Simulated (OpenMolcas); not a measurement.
## Zn II: RASPT2 settings compared

- Program: OpenMolcas
- Basis: ANO-RCC-VDZP [5s4p2d1f]
- Scalar Hamiltonian: DKH4, point nucleus
- Active space: 1 electron in 9 orbitals (RAS2 4s 4p; RAS3 4d, at most 1 electron)
- State averaging: 2S+1 = 2 even, 1 root; 2S+1 = 2 odd, 3 roots
- Spin-orbit coupling: state interaction with AMFI integrals over the reference wave functions, term energies averaged over their components

Methods on the same reference wave functions:
A. RASSCF
B. SS-RASPT2, IPEA 0.4 Eh, imaginary shift 0.3 Eh (closed shells correlated: 3s 3p 3d)
C. SS-RASPT2, IPEA 0.5 Eh, sigma1 regulariser 0.4 Eh (closed shells correlated: 3s 3p 3d)
D. XMS-RASPT2, IPEA 0.1 Eh, no level shift (closed shells correlated: 3d)

Energies in cm⁻¹ above 4s ²S_1/2, the measured ground level; measured values from NIST Handbook of Basic Atomic Spectroscopic Data.

```
     Level      A      B      C      D  Measured
 4s ²S_1/2    0.0    0.0    0.0    0.0       0.0
4p ²P°_1/2  45669  48630  48604  48289     48481
4p ²P°_3/2  46371  49331  49306  48990     49355
```

Deviations, from unrounded energies. A percentage is the sum of absolute deviations over the sum of measured energies, with the sign that they share, or ± where signs differ.

| Against measurement | Levels | A | B | C | D |
| --- | --- | --- | --- | --- | --- |
| mean absolute deviation (cm-1) | 2 | 2900 | 86 | 86 | 280 |
| other configurations (%) | 2 | -5.9 | ±0.2 | ±0.2 | -0.6 |

B, C lie about equally close to measurement and A furthest from it. The largest miss of B in the table is 4p ²P°_1/2, by +150 cm-1. The ranking rests on the paired levels alone, and a cruder setting can come out closer through cancelling errors.

Among B to D the level of the table that moves most is 4p ²P°_1/2, by 340 cm-1 (lowest in D, highest in B).

The two smallest mean deviations differ by little beside CASPT2's spread within terms, so their order carries little weight.

The lowest spin-free term lies below A's lowest term by 0.525 hartree in B, 0.525 hartree in C, 0.393 hartree in D.

With one active electron outside closed inactive shells, the extra shells (4d) add no correlation to the reference. With one active electron the reference holds no correlation, so core polarisation is missing (holds for A). With one active electron, CASPT2 adds the correlation within the correlated inactive shells and between them and that electron, and leaves the splitting within a term as the reference gives it (holds for B; C; D). Computed and measured levels are paired by configuration, term and J; levels that our copy of the source lacks, or whose pairing is in doubt (as where it misses far off the trend of its configuration), stay unpaired and out of the deviations. Only configurations of the active space appear.

° marks odd parity.
